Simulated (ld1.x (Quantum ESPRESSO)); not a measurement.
## An all-electron radial function and its pseudo partner (Ho (Z = 67))

Columns: radius, all-electron u(r) and pseudo u(r) of the 5s shell (level -54.54 eV) of holmium in the configuration [Kr] 4d10 4f10 5s2 5p6 5d1 6s2 6p0; LDA (PZ), scalar-relativistic, TM scheme, ld1.x (Quantum ESPRESSO) 7.5.

```json
{"r (bohr)": "0.123", "all-electron": "0.2030", "pseudo": "0.0559"}
{"r (bohr)": "0.245", "all-electron": "0.0928", "pseudo": "0.1202"}
{"r (bohr)": "0.368", "all-electron": "-0.5168", "pseudo": "0.2042"}
{"r (bohr)": "0.490", "all-electron": "-0.4530", "pseudo": "0.3168"}
{"r (bohr)": "0.613", "all-electron": "-0.0033", "pseudo": "0.4671"}
{"r (bohr)": "0.735", "all-electron": "0.4647", "pseudo": "0.6476"}
{"r (bohr)": "0.858", "all-electron": "0.8056", "pseudo": "0.8342"}
{"r (bohr)": "0.980", "all-electron": "0.9918", "pseudo": "0.9793"}
{"r (bohr)": "1.103", "all-electron": "1.0550", "pseudo": "1.0470"}
{"r (bohr)": "1.225", "all-electron": "1.0327", "pseudo": "1.0315"}
{"r (bohr)": "1.348", "all-electron": "0.9587", "pseudo": "0.9587"}
{"r (bohr)": "1.470", "all-electron": "0.8593", "pseudo": "0.8593"}
{"r (bohr)": "1.593", "all-electron": "0.7499", "pseudo": "0.7499"}
{"r (bohr)": "1.715", "all-electron": "0.6429", "pseudo": "0.6429"}
{"r (bohr)": "1.838", "all-electron": "0.5424", "pseudo": "0.5424"}
{"r (bohr)": "1.960", "all-electron": "0.4532", "pseudo": "0.4532"}
{"r (bohr)": "2.083", "all-electron": "0.3746", "pseudo": "0.3746"}
{"r (bohr)": "2.205", "all-electron": "0.3080", "pseudo": "0.3080"}
{"r (bohr)": "2.328", "all-electron": "0.2513", "pseudo": "0.2513"}
{"r (bohr)": "2.450", "all-electron": "0.2044", "pseudo": "0.2044"}
{"r (bohr)": "2.573", "all-electron": "0.1653", "pseudo": "0.1653"}
{"r (bohr)": "2.695", "all-electron": "0.1336", "pseudo": "0.1336"}
{"r (bohr)": "2.818", "all-electron": "0.1073", "pseudo": "0.1073"}
{"r (bohr)": "2.940", "all-electron": "0.0862", "pseudo": "0.0862"}
{"r (bohr)": "3.063", "all-electron": "0.0690", "pseudo": "0.0690"}
{"r (bohr)": "3.185", "all-electron": "0.0552", "pseudo": "0.0552"}
```

Problem. How many radial nodes do the two functions have?

Solution. The all-electron 5s function has n − l − 1 = 4 (the table is too coarse to show those close to the nucleus); the pseudo-wave has 0, since the states of the same l below it are removed with the core.

Problem. At about which radius was the pseudo-wave matched?

Solution. 1.40 bohr, where the columns begin to agree (steps of 0.12 bohr).

Problem. Is the pseudo-wave norm-conserving?

Solution. Yes: the TM scheme keeps the norm inside the radius equal to the all-electron one, which fixes the energy derivative of the logarithmic derivative at the level.
